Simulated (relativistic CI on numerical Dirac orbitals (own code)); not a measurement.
**Slater and spin-orbit integrals, Cu V**

Computed by Dirac-Coulomb-Breit CI, orbitals from a KLI potential per configuration, a model potential for QED, valence Slater integrals scaled by 0.85, P86 correlation energy added to each configuration (own radial code, finite nucleus).

Slater integrals F^k, G^k are unscaled and averaged over j, outside the closed core [Ne]; ζ comes from projecting the Hamiltonian with its Breit term on Σ l·s of the shell.

- 3s²3p⁶3d⁷: F^2(3d,3d) = 119350, F^4(3d,3d) = 74833, ζ(3d) = 970.74 cm⁻¹; <r>(3d) = 0.7996, <r^2>(3d) = 0.7918 (bohr units).
- 3s²3p⁶3d⁶4s: F^2(3d,3d) = 124750, F^4(3d,3d) = 78443, ζ(3d) = 1050.2, G^2(3d,4s) = 13717 cm⁻¹; <r>(3d) = 0.7705, <r^2>(3d) = 0.7314, <r>(4s) = 1.867, <r^2>(4s) = 3.928 (bohr units).
- 3s²3p⁶3d⁶4p: F^2(3d,3d) = 125110, F^4(3d,3d) = 78695, ζ(3d) = 1056.9, F^2(3d,4p) = 29124, G^1(3d,4p) = 10449, G^3(3d,4p) = 9670.8, ζ(4p) = 1722.5 cm⁻¹; <r>(3d) = 0.7687, <r^2>(3d) = 0.7272, <r>(4p) = 2.099, <r^2>(4p) = 4.976 (bohr units).

(1) Give the Racah parameters of the d shell in 3s²3p⁶3d⁷.

Averages of the first 10 configurations, taken without configuration mixing, which lowers the lowest level and can move excited configurations by several eV; other configurations of the list can lie among them:

| Configuration | Parity | States | Average energy above the lowest level (eV) |
| --- | --- | --- | --- |
| 3s²3p⁶3d⁷ | even | 120 | 3.6 |
| 3s²3p⁶3d⁶4s | even | 420 | 29.6 |
| 3s²3p⁶3d⁶4p | odd | 1260 | 39.7 |
| 3s²3p⁵3d⁸ | odd | 270 | 80.5 |
| 3s²3p⁶3d⁶4d | even | 2100 | 53.9 |
| 3s²3p⁶3d⁶5s | even | 420 | 57.6 |
| 3s²3p⁶3d⁶5p | odd | 1260 | 61.4 |
| 3s²3p⁶3d⁵4s² | even | 252 | 63.0 |
| 3s²3p⁶3d⁶4f | odd | 2940 | 64.2 |
| 3s²3p⁶3d⁶5d | even | 2100 | 67.2 |

Results:

(1) B = F²/49 − 5F⁴/441 = 1587 cm⁻¹ and C = 35F⁴/441 = 5939 cm⁻¹; values fitted to spectra at such low charge are typically 15 to 30 % smaller.
